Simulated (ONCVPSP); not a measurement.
# calcium (Ca), ONCV: configuration errors across variants

* Element: calcium (Ca)
* Generator: ONCVPSP 4.0.1
* Type: optimised norm-conserving Vanderbilt (ONCV)
* Functional: revPBE
* Relativity: scalar-relativistic
* Frozen core: [Ne]
* Valence charge: 10
* Reference configuration: 3s2 3p6 4s1.75 4p0.25
* Partial waves: 3s+4s: rc 1.85 bohr, ncon 4, nbas 8, qcut 5.4 1/bohr, 2 projectors; 3p+4p: rc 2.40 bohr, ncon 4, nbas 7, qcut 5.5 1/bohr, 2 projectors; d scattering state at 0.3 Ha: rc 1.90 bohr, ncon 3, nbas 6, qcut 4.7 1/bohr, 2 projectors, debl 3.4 Ha
* Local potential: polynomial inside 1.55 bohr (lpopt 5, dvloc0 2 Ha)
* Core correction: polynomial model core, fcfact 0.6

In the d channel the program set the typed energies aside and used -0.080, 3.320 Ha.

All-electron excitation energies from the reference (eV): (1) 3s2 3p6 4s2 4p0 -0.586; (2) 3s2 3p6 4s1 4p0 5.665; (3) 3s2 3p6 4s0 4p0 17.390; (4) 3s2 3p6 4s0 4p2 4.267.

1 further variants failed, have other tests or too few solved ones, and are left out.

Errors AE − PS in meV (a dash: test not solved or not reliable):

```tsv
change	(1)	(2)	(3)	(4)	bound ghosts	GHOST(+) flags above zero
base	0.0	-0.5	-5.3	-2.1	none	none
s: qcut 5.1	0.0	-0.5	-5.4	-2.2	none	none
s: rc 2.18	0.0	-0.5	-5.7	-2.4	none	none
local potential polynomial inside 1.85 bohr (lpopt 5, dvloc0 4 Ha)	0.0	-0.5	-5.3	-2.1	none	none
d: rc 1.85, qcut 4.8	0.0	-0.5	-5.3	-2.1	none	none
local potential polynomial inside 1.55 bohr (lpopt 5, dvloc0 6.5 Ha)	0.0	-0.5	-5.3	-2.1	none	none
```

(1) Give the same row for: s: qcut 4.7.

Answers

(1) 0.0, -0.5, -5.6, -2.3; bound ghosts: none; GHOST(+) flags above zero: none.
